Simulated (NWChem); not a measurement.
Molecule: BHSeF2; SMILES B([SeH])(F)F

```xyz
5

B      0.0101    -0.9629     0.0000
F      1.1538    -1.6162     0.0000
F     -1.1089    -1.6584     0.0000
Se     0.0289     0.9768     0.0000
H     -1.4370     1.0746     0.0000
```
Atoms are numbered in this order, from 1.

Computed with NWChem. Coordinates come from a PBE0/def2-SVP optimisation.

For level B3LYP/def2-SVP:

| Property | Value |
|---|---|
| highest occupied level (eV) | -7.44 |
| orbital gap (eV) | 7.35 |

### Question
How do the values read with level TPSS/def2-SVP instead?

### Answer
| Quantity | Result |
|---|---|
| highest occupied level (eV) | -6.63 |
| orbital gap (eV) | 5.99 |
